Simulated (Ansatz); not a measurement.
`[CH3][GeH2][Se]C` + H₂ → `C[SeH]` + `[CH3][GeH3]`  (hydrogenolysis of the Se–Ge bond)

Calculated with Ansatz (gas phase, PBE0-D4/def2-TZVP geometries, no zero-point term in ΔE). CCSD(T)/CBS is the MP2 limit (def2-TZVPP, def2-QZVPP) plus CCSD(T) − MP2 in def2-TZVPP, frozen cores. This one scheme is used for every species. Functionals use def2-TZVPP. B3LYP here is the variant with VWN-RPA as its local correlation; programs differ in this. HSE06 is defined as in plane-wave codes. For Ge, Se outer-core shells are correlated without core-valence functions, which leaves a few kJ/mol of doubt a bond. Scalar relativity is left out up to krypton. Each species was taken in one conformer, which may not be the lowest.

| level | ΔE (kJ/mol) | difference from CCSD(T)/CBS |
| --- | --- | --- |
| LDA (SPW92) | 35.8 | -8.2 |
| BLYP-D4 | 45.2 | 1.2 |
| B97M-V | 29.1 | -14.9 |
| PBE0-D4 | 42.4 | -1.6 |
| r2SCANh-D4 | 43.0 | -1.0 |
| r2SCAN0-D4 | 42.0 | -2.0 |
| CAM-B3LYP-D4 | 33.0 | -11.0 |
| ωB97M-V | 39.0 | -5.0 |
| B2PLYP | 35.8 | -8.2 |
| PBE0 | 34.5 | -9.5 |
| B3LYP | 28.0 | -16.0 |
| HSE06 | 35.0 | -9.0 |
| CAM-B3LYP | 24.5 | -19.5 |
| MP2/def2-SVP | 34.9 | -9.1 |
| SCS-MP2/def2-TZVPP | 42.3 | -1.7 |
| SCS-MP2/def2-QZVPP | 43.9 | -0.1 |
| CCSD(T)/CBS | 44.0 | 0 |

Largest T1 diagnostic among the species: 0.010.

In def2-TZVPP, CCSD(T) changes the Hartree–Fock value by +21.0 kJ/mol (the triples alone add +5.4 kJ/mol) and MP2 by +32.2 kJ/mol. At CCSD(T), def2-SVP lies −19.6 kJ/mol from the extrapolated value and def2-TZVPP −4.3 kJ/mol.
